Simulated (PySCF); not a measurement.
[MnF6]3-: Mn(III) (d4), charge -3. The structure is a PBE0-D3(BJ)/def2-SVP, IEF-PCM water geometry optimised for multiplicity 5; coordination octahedral, point group D4h, metal–donor distances 1.88–2.09 Å.

```
7

Mn    0.0000    0.0000    0.0000
F     0.0000    0.0000    2.0912
F     0.0000    0.0000   -2.0912
F     1.8753    0.0000    0.0000
F    -1.8753    0.0000    0.0000
F     0.0000    1.8753    0.0000
F     0.0000   -1.8753    0.0000
```

Method (PySCF 2.14, density fitting): CASSCF(4,5) with orbitals averaged over all microstates of the shell, strongly contracted NEVPT2 on the averaged canonical orbitals; basis x2c-TZVPall on the metal, x2c-SVPall elsewhere; spin-free X2C; IEF-PCM water; spin-orbit coupling by state interaction with the mean-field operator over all roots.

Q: What is the ground state?

A: 5B1g (from 5Eg) (S = 2, orbital degeneracy 1), with 3.0 electrons in the lower (t2g-type) set and 1.0 in the upper (eg-type) set, by NEVPT2.

Q: List the excited states of the same spin.

A: By NEVPT2: 5A1g (from 5Eg) at 8504 cm⁻¹ (1176 nm); 5B2g (from 5T2g) at 18241 cm⁻¹ (548 nm); 5Eg (from 5T2g) at 20045 cm⁻¹ (499 nm). All are electric-dipole forbidden at this geometry.

Q: Which is the lowest state of another spin?

A: 3Eg (from 3T1g) at 12711 cm⁻¹ by NEVPT2; CASSCF alone puts it at 16304 cm⁻¹ above the same ground state.

Q: What ligand-field parameters describe the result?

A: At CASSCF level (the NEVPT2 levels don't fit a ligand-field model well): orbital energies 0, 0, 1592, 9079, 16401 cm⁻¹; 10Dq = 12210 cm⁻¹ (difference of the means of the two sets); B = 1127 cm⁻¹; C = 4222 cm⁻¹; B over its free-ion value at the same level 0.919; rms of the fit 107 cm⁻¹; ζ = 342 cm⁻¹ (free ion 363).

Q: What magnetic behaviour follows?

A: The ground multiplet follows a spin Hamiltonian with S = 2, g = 1.969, 1.994, 1.994, D = -3.78 cm⁻¹, E/|D| = 0.00 (spin-orbit part alone); the lowest levels hold 100 % of the spin-free ground state. μeff is 4.87 μB at 300 K and 4.70 μB at 10 K; the spin-only value is 4.90 μB.

No frequencies were computed for the optimised geometry. NEVPT2 lifts 5B2g (from 5T2g) from 15058 to 18241 cm⁻¹; on the d shell alone it tends to overshoot states that fill the eg-type orbitals. NEVPT2 on the d shell alone tends to put d–d bands too high for such charged or covalently bound ions. Gaps between spin states lean to high spin in this active space.

The job took 11 s on one thread of Arm Neoverse V2 (shared host), with 132 basis functions and a peak of 0.53 GiB, launched as `OMP_NUM_THREADS=1 python lf_run.py task.json out`.
